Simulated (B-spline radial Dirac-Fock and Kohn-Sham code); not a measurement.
# The free titanium atom: differential elastic cross section for electrons at 1.5 keV

The computed values come from a radial atomic solver: relativistic (Dirac) partial waves in the static field of the Dirac-Fock atom with Furness-McCarthy exchange, without polarisation or absorption potentials.

```
θ (°)  dσ/dΩ (a₀²/sr)  Sherman function
    0             183             0.000
    1             170             0.000
    2             138             0.000
    3             101             0.000
    5            47.8             0.000
    7            23.5             0.000
   10            10.1             0.000
   15            3.35             0.000
   20            1.41             0.000
   25           0.738             0.001
   30           0.446             0.001
   40           0.199             0.004
   50           0.104             0.005
   60          0.0629             0.004
   70          0.0435             0.000
   80          0.0334            -0.006
   90          0.0281            -0.013
  100          0.0252            -0.018
  110          0.0238            -0.020
  120          0.0234            -0.020
  130          0.0234            -0.018
  140          0.0237            -0.015
  150          0.0241            -0.012
  160          0.0244            -0.008
  170          0.0247            -0.004
  180          0.0247             0.000
```

**Question.** What integrated cross sections go with this distribution?

**Answer.** The total elastic cross section is 5.78 a₀², the first transport cross section 0.492 a₀² and the second, weighted with (3/2) sin²θ, 0.798 a₀². The mean deflection is ⟨1 − cos θ⟩ = 0.0852, and 2.6 % of the collisions scatter beyond 90°.

On this grid of angles the cross section has a minimum near 120°, from interference among the few low partial waves with large phase shifts.

Phase shifts modulo π (rad) for κ = −1 to −5: 1.085, -0.247, -1.158, 1.428, 1.081.
